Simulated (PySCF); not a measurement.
## Arsenic: a sound run and one with changed settings

Sound run: As⁺ [Ar] 3d10 4s2 4p2, As²⁺ [Ar] 3d10 4s2 4p1. Calculation: PySCF 2.14, in aug-cc-pVDZ-DK (6s5p3d, 36 functions); scalar relativity by spin-free X2C-1e. In the sound run the correlated levels freeze [Ar] 3d10. The sound run starts from symmetry-adapted Hartree-Fock orbitals and uses a fine grid where one is needed.

Changed run: no relativity, point nucleus. This setting is unsound on purpose.

```
species   method  sound run (hartree)  changed run (hartree)  converged
    As⁺      UHF          -2258.57112            -2219.64609        yes
    As⁺   M06-2X          -2260.34755            -2221.42626        yes
    As⁺     MN15          -2261.71923            -2222.80717        yes
    As⁺      MP2          -2258.61388            -2219.68951        yes
    As⁺  CCSD(T)          -2258.63096            -2219.70748        yes
   As²⁺      UHF          -2257.91044            -2218.98628        yes
   As²⁺   M06-2X          -2259.67294            -2220.75201        yes
   As²⁺     MN15          -2261.03433            -2222.12244        yes
   As²⁺      MP2          -2257.94357            -2219.02001        yes
   As²⁺  CCSD(T)          -2257.95929            -2219.03674        yes
```

Ionisation energy of As⁺:

```tsv
method	sound run (eV)	changed run (eV)
UHF	17.978	17.955
M06-2X	18.357	18.348
MN15	18.637	18.632
MP2	18.240	18.218
SCS-MP2	18.174	18.152
CCSD	18.269	18.243
CCSD(T)	18.277	18.252
```

Most of the change in total energy is the relativistic energy itself. On top of that the contraction fixes the core shape for the Hamiltonian it was made with, so the changed run is not a good calculation with the other Hamiltonian either.

For comparison, NIST gives 18.589 eV between the lowest levels.
